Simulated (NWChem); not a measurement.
C₂H₃Br; SMILES C(Br)=C

Results from NWChem. Coordinates come from a PBE0/def2-SVP optimisation. Level: PBE0/def2-SVP with SMD (1 M gas to 1 M solution), gas-phase geometry.

**Question.** What does the run give for solvent n-hexane? Quantities: solvation free energy (kcal/mol); cavity-dispersion-structure term (kcal/mol); dipole in solution (D).

**Answer.** 
```
Item                                         Value
-------------------------------------------  -----
solvation free energy (kcal/mol)              -2.9
cavity-dispersion-structure term (kcal/mol)   -1.9
dipole in solution (D)                        1.52
```
